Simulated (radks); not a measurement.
Question: These are the eigenvalues of the occupied orbitals of an atom or ion with whole-number occupations (eV). Calculated with a radial shooting solver on a logarithmic mesh with Libxc functionals: Dirac Kohn-Sham, LDA (Slater exchange, Perdew-Wang correlation), spin-unpolarised, spherical densities, finite nucleus; Fermi nuclear charge, rms radius of each element as measured or else 0.836 A^(1/3) + 0.57 fm.

1s1/2: -69327.12
2s1/2: -11971.90
2p1/2: -11455.49
2p3/2: -10104.44
3s1/2: -2769.188
3p1/2: -2538.008
3p3/2: -2245.988
3d3/2: -1854.155
3d5/2: -1790.607
4s1/2: -582.0934
4p1/2: -486.0755
4p3/2: -417.7885
4d3/2: -259.4135
4d5/2: -246.7696
5s1/2: -87.2202
5p1/2: -57.9312
4f5/2: -47.9082
5p3/2: -47.3318
4f7/2: -45.5724
5d3/2: -9.3797
5d5/2: -8.4246
6s1/2: -7.8112
6p1/2: -3.0425
6p3/2: -2.3421

Which element is it, and in what charge state? The configuration may be excited. Open shells, if any, are shared by 2j + 1.

Answer: Z = 74, tungsten, charge 0: W in [Xe] 4f13 5d4 6s2 6p1. The list shows which subshells hold electrons but not how many an open one holds; the 1s level, -2547.7 hartree, gives Z - s = 71.4 by -(Z - s)^2/2, which with screening and relativity narrows Z to a few neighbours, and the depths of the outer levels then fix element, charge and occupations together.
